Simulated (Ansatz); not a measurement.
Reaction (hydrogen abstraction from the Ag–H bond): `[AgH]` + F• → Ag• + H–F

Isolated molecules relaxed with PBE0-D4/def2-TZVP in Ansatz; ΔE leaves out vibrations. CCSD(T)/CBS is the MP2 limit (def2-TZVPP, def2-QZVPP) plus CCSD(T) − MP2 in def2-TZVPP, frozen cores. This one scheme is used for every species, atoms too. DFT in def2-TZVPP. B3LYP here is the variant with VWN-RPA as its local correlation; programs differ in this. HSE06 is defined as in plane-wave codes. Open shells (•) are unrestricted, without spin–orbit coupling. Spin–orbit coupling would lower the free atoms: a little for F. Elements past krypton have def2 core potentials. For Ag outer-core shells are correlated without core-valence functions, so the limit isn't a true one: a few kJ/mol of doubt a bond, and 10 to 20 or more in all where bonds break to atoms.

```json
{"level": "LDA (SPW92)", "ΔE (kJ/mol)": "-386.9", "difference from CCSD(T)/CBS": "-26.3"}
{"level": "B97M-V", "ΔE (kJ/mol)": "-337.8", "difference from CCSD(T)/CBS": "22.8"}
{"level": "B3LYP-D4", "ΔE (kJ/mol)": "-346.6", "difference from CCSD(T)/CBS": "14.0"}
{"level": "r2SCANh-D4", "ΔE (kJ/mol)": "-334.9", "difference from CCSD(T)/CBS": "25.7"}
{"level": "r2SCAN0-D4", "ΔE (kJ/mol)": "-333.9", "difference from CCSD(T)/CBS": "26.7"}
{"level": "ωB97M-V", "ΔE (kJ/mol)": "-340.3", "difference from CCSD(T)/CBS": "20.3"}
{"level": "PBE", "ΔE (kJ/mol)": "-353.7", "difference from CCSD(T)/CBS": "6.9"}
{"level": "PBE0", "ΔE (kJ/mol)": "-349.5", "difference from CCSD(T)/CBS": "11.1"}
{"level": "B3LYP", "ΔE (kJ/mol)": "-348.6", "difference from CCSD(T)/CBS": "12.0"}
{"level": "HSE06", "ΔE (kJ/mol)": "-350.1", "difference from CCSD(T)/CBS": "10.5"}
{"level": "BHLYP", "ΔE (kJ/mol)": "-336.8", "difference from CCSD(T)/CBS": "23.8"}
{"level": "LC-ωPBE", "ΔE (kJ/mol)": "-355.4", "difference from CCSD(T)/CBS": "5.2"}
{"level": "CCSD/def2-SVP", "ΔE (kJ/mol)": "-324.5", "difference from CCSD(T)/CBS": "36.1"}
{"level": "SCS-MP2/def2-TZVPP", "ΔE (kJ/mol)": "-362.4", "difference from CCSD(T)/CBS": "-1.8"}
{"level": "MP2/def2-QZVPP", "ΔE (kJ/mol)": "-386.2", "difference from CCSD(T)/CBS": "-25.6"}
{"level": "CCSD/def2-QZVPP", "ΔE (kJ/mol)": "-354.6", "difference from CCSD(T)/CBS": "6.0"}
{"level": "CCSD(T)/CBS", "ΔE (kJ/mol)": "-360.6", "difference from CCSD(T)/CBS": "0"}
```

Largest T1 diagnostic among the species: 0.026, so the coupled-cluster value is less sure than usual.

From BLYP to BHLYP (50 % exact exchange), in def2-TZVPP and without D4, ΔE moves by +9.9 kJ/mol. At CCSD(T), def2-SVP lies +39.1 kJ/mol from the extrapolated value and def2-TZVPP +14.3 kJ/mol. Leaving LDA and LC-ωPBE aside and taking each functional with its dispersion term where it has one, the values, not all of them listed here, spread over 20.3 kJ/mol, from PBE-QIDH to r2SCAN0-D4. LDA lies −33.2 kJ/mol from PBE without D4.

CCSD(T)/CBS has its own doubt, a few kJ/mol and more with outer-core shells, so smaller differences from it don't rank the levels.
